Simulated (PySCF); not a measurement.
[La(P5)]2+ at several levels of theory

Computed with PySCF 2.14.0 (density fitting, no spin-orbit coupling) at the geometry relaxed with PBE0:

```xyz
6
[La(P5)]2+ (singlet)
La    0.0000    0.0000   -1.3219
P     1.8210    0.0000    1.1461
P     0.5627    1.7319    1.1461
P    -1.4732    1.0703    1.1461
P    -1.4732   -1.0704    1.1461
P     0.5627   -1.7319    1.1461
```

```tsv
level	basis	state	HOMO (eV)	gap (eV)	charge on La1 (e)	population of f-type functions on La1 (core shells left out)	dipole about the centre of mass (D)	largest force component (eV/Å)
PBE0	La def2-SVP with ECP46, P def2-SVP	singlet	-15.62	2.71	1.49	0.06	6.66	0.00
PBE0	La def2-TZVP with ECP46, P def2-TZVP	singlet	-15.34	2.69	1.58	0.06	6.08	0.32
PBE0	La x2c-SVPall, P x2c-SVPall	singlet	-15.68	2.72	1.18	0.08	6.10	0.16
```

Charges are Mulliken's, which hang on the basis. The relaxation used the grid (50, 194), these runs (75, 302) or, all-electron (x2c bases, spin-free X2C Hamiltonian), (99, 590).

Problem. Order these levels, in the first row's basis, by the HOMO–LUMO gap they give here, smallest first.
A. HF
B. BLYP
C. BP86
D. wB97X

Solution. B (0.98 eV), C (1.03 eV), D (6.76 eV), A (7.93 eV).

Problem. And their other results?

Solution. 
| level | state | HOMO (eV) | gap (eV) | charge on La1 (e) | population of f-type functions on La1 (core shells left out) | dipole about the centre of mass (D) | largest force component (eV/Å) |
| --- | --- | --- | --- | --- | --- | --- | --- |
| BP86 | singlet | -14.72 | 1.03 | 1.43 | 0.06 | 6.21 | 0.58 |
| BLYP | singlet | -14.38 | 0.98 | 1.36 | 0.06 | 5.97 | 0.89 |
| HF | singlet | -17.76 | 7.93 | 1.63 | 0.06 | 7.83 | 1.37 |
| wB97X | singlet | -17.69 | 6.76 | 1.53 | 0.07 | 7.45 | 0.47 |

In the first row's basis the gap widens with exact exchange: 1.0 eV for BLYP, BP86 (none); 2.7 eV for PBE0 (a fixed share); 6.8 to 7.9 eV for wB97X, Hartree–Fock (rising or full at long range).

Small gap, closed shell not tested for a spin-broken solution: BLYP.
